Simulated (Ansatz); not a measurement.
A trace of molecular dynamics of F4H4NSTa (11 atoms, charge 0, multiplicity 1).

All numbers below come from Ansatz, RKS PBE-D4/def2-SVP.

```yaml
ensemble: NVE (velocity Verlet)
starting_velocities_drawn_for: 300 K
seed: 8267
```

```csv
time (fs),T (K),potential energy less start (eV),conserved less start (meV/atom)
0,300,0.000,0.00
4,221,0.092,0.04
8,159,0.165,0.11
12,186,0.134,0.13
16,164,0.160,0.14
20,239,0.072,0.08
24,192,0.127,0.06
28,327,-0.032,-0.07
32,160,0.164,0.09
36,208,0.108,0.10
40,139,0.189,0.16
44,357,-0.067,-0.04
48,277,0.028,0.09
52,448,-0.174,-0.20
56,537,-0.278,-0.18
60,415,-0.132,0.19
64,593,-0.342,-0.09
68,735,-0.507,-0.14
72,706,-0.472,0.10
76,798,-0.576,0.30
80,802,-0.583,0.11
84,893,-0.693,-0.27
88,877,-0.674,-0.24
92,681,-0.442,0.12
96,574,-0.316,0.23
100,542,-0.281,0.10
```

Question: Is this trajectory sound?

Answer: The conserved energy stayed within 0.31 meV per atom of its start (net change 0.097 meV per atom), so the integration is sound. The kinetic energy rose, since the run started high on the potential surface and went downhill. A run of 0.1 ps of so small a system gives no equilibrium averages. The orbitals stay closed-shell, which can raise the energy where a bond breaks towards radicals; this wasn't checked here. The time step was 0.5 fs.

Time of the run: 5.7 min on 4 threads of Arm Neoverse V2, on a shared host, peak memory 0.21 GiB.
